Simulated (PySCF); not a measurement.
Structure problem from calculated spectra and properties.

Elements present: B, C, F and H. Monoisotopic mass: 90.0452 u.

* Triplet: lowest triplet excitation (Tamm–Dancoff): 7.22 eV [TDA CAM-B3LYP/def2-SVPD]
* Polarisability: 47.0 au [CAM-B3LYP/def2-SVPD]
* 1H NMR: chemical shifts (computed TMS as zero) by class: 0.78 (2 H), 0.69 (2 H), -0.11 (1 H) ppm [GIAO PBE0/pcSseg-1]
* Dipole: 2.13 D [CAM-B3LYP/def2-SVPD]
* Rotational structure: rotational constants A, B, C: 6.976, 2.478, 2.129 GHz [PBE0-D3(BJ)/def2-SVP]
* UV, first state: lowest singlet excitation: 8.03 eV (154 nm, f = 0.008) [TDDFT CAM-B3LYP/def2-SVPD]
* NMR, other nuclei: isotropic shieldings of nuclei other than C and H, by class: 71 (1 B), 255 (2 F) ppm [GIAO PBE0/pcSseg-1]
* XPS: B1s 199.1, C1s 290.8, C1s 291.2 (×2), F1s 693.3 (×2) eV [ΔSCF SCAN, pcX-2 on the ionised atom, pcseg-1 elsewhere, spin-free X2C]
* Couplings: largest of the computed one-bond spin–spin couplings (means over like bonds): 13C–1H +173.3 (×2), 13C–1H +172.2 (×2), 13C–1H +162.6, 19F–11B -127.9 (×2), 13C–11B +107.0, 13C–13C +19.3, 13C–13C +9.4 (×2) Hz [B3LYP/pcJ-1, spin–dipole term left out for some pairs]
* 13C NMR: chemical shifts (computed TMS as zero) by class: 7.4 (2 C), -6.1 (1 C) ppm [GIAO PBE0/pcSseg-1]

Gas-phase values; electronic properties from PySCF, density fitting. Levels stand in brackets. Geometry: PBE0-D3(BJ)/def2-SVP, one conformer, isolated molecule. NMR values are class means; diastereotopic atoms form classes of their own.

Question: Which formula fits the mass and the elements?

Answer: C3H5BF2 (calculated 90.0452). No other formula that holds each of these elements comes within 0.0003 u with a fitting electron parity and a possible valence count.

Question: Propose a structure and show how it fits.

Answer: Numbering: `[F:1][B:2]([F:3])[CH:4]1[CH2:5][CH2:6]1`. 3 carbons fall into 2 classes; from least to most shielded: three-membered-ring carbon [C5/C6] (7.4 ppm, 2 C), ring sp3 carbon bound to boron [C4] (-6.1 ppm). Hydrogen classes from least to most shielded: 2 H on 2 three-membered-ring carbons, C5/C6 (0.78 ppm), 2 H on 2 three-membered-ring carbons, C5/C6 (0.69 ppm), 1 H on an sp3 carbon bound to boron, C4 (-0.11 ppm). The other shieldings belong to: 71 ppm, three-coordinate boron [B2]; 255 ppm, boron-bound fluorine [F1/F3]. The couplings run between: +173.3 Hz, three-membered-ring carbon [C5] and its hydrogen (with 1 like pair); +172.2 Hz, three-membered-ring carbon [C5] and its hydrogen (with 1 like pair); +162.6 Hz, sp3 carbon bound to boron [C4] and its hydrogen; -127.9 Hz, boron-bound fluorine [F1] and three-coordinate boron [B2] (with 1 like pair); +107.0 Hz, sp3 carbon bound to boron [C4] and three-coordinate boron [B2]; +19.3 Hz, three-membered-ring carbon [C5] and three-membered-ring carbon [C6]; +9.4 Hz, sp3 carbon bound to boron [C4] and three-membered-ring carbon [C5] (with 1 like pair). The core levels belong to: B1s 199.1 eV, three-coordinate boron [B2]; C1s 290.8 eV, sp3 carbon bound to boron [C4]; C1s 291.2 eV, three-membered-ring carbon [C5/C6]; F1s 693.3 eV, boron-bound fluorine [F1/F3]. One atom of each topological class was ionised and stands for its class. By its constants the optimised geometry is an asymmetric top. Structure: `FB(F)C1CC1`. The assignments are read from this structure; whether some other isomer fits the data as well wasn't checked.

Shape of the structure used: `[F:1][B:2]([F:3])[CH:4]1[CH2:5][CH2:6]1`: F1–B2–C4–C5 -148°.
